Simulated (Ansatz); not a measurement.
CH₇BO₂Si (SMILES OB(O)C[SiH3]), singlet, geometry from GFN2-xTB; Ansatz (a first-principles code) with PBE/def2-SVP.

Ansatz was given this input:
Ansatz 0.2 input:
```yaml
crystal:
  periodic: [false, false, false]
  atoms:
    - {symbol: Si, position_ang: [1.63814436, 0.79192738, 0.10534866]}
    - {symbol: C, position_ang: [0.00173117, 0.53098151, -0.82930121]}
    - {symbol: B, position_ang: [-0.95554089, -0.47346181, -0.04296737]}
    - {symbol: O, position_ang: [-0.89302624, -1.81608902, -0.21239143]}
    - {symbol: O, position_ang: [-1.85281255, -0.05020121, 0.87938840]}
    - {symbol: H, position_ang: [2.47594363, 1.71773969, -0.66450303]}
    - {symbol: H, position_ang: [1.37667622, 1.36602445, 1.42851024]}
    - {symbol: H, position_ang: [2.34281257, -0.48539901, 0.25117412]}
    - {symbol: H, position_ang: [0.23339421, 0.15538768, -1.82708742]}
    - {symbol: H, position_ang: [-0.47301703, 1.50324838, -0.96922015]}
    - {symbol: H, position_ang: [-0.25610341, -2.12647218, -0.85287114]}
    - {symbol: H, position_ang: [-1.89969942, 0.89422930, 1.01378428]}
basis:
  gaussian:
    orbitals: def2-SVP
hamiltonian:
  xc: pbe
```

It wrote (shortened):

```
Functional definition: PBE
1200 factors; their error is unknown
mean field evaluation 1: about -13770.8782 eV, gradient 8.1e1 eV
mean field evaluation 2: about -13746.4843 eV, gradient 1.3e2 eV
mean field evaluation 4: about -13783.7639 eV, gradient 9.0e0 eV
mean field evaluation 8: about -13783.9504 eV, gradient 8.1e-2 eV
mean field evaluation 16: about -13783.8934 eV, gradient 5.0e-5 eV
mean field -13783.89339253 eV, -506.5487391168 hartree, gradient 5.0e-5 eV, S^2 0.000000; 0 other end points of the search recorded, 0 dependent functions left out
reference -13783.89342945 eV, -506.5487404737 hartree; 24, 24 occupied and 85, 85 virtual orbitals, 1200 factors
Total energy: -13783.89342945 eV, -506.5487404737 hartree
```
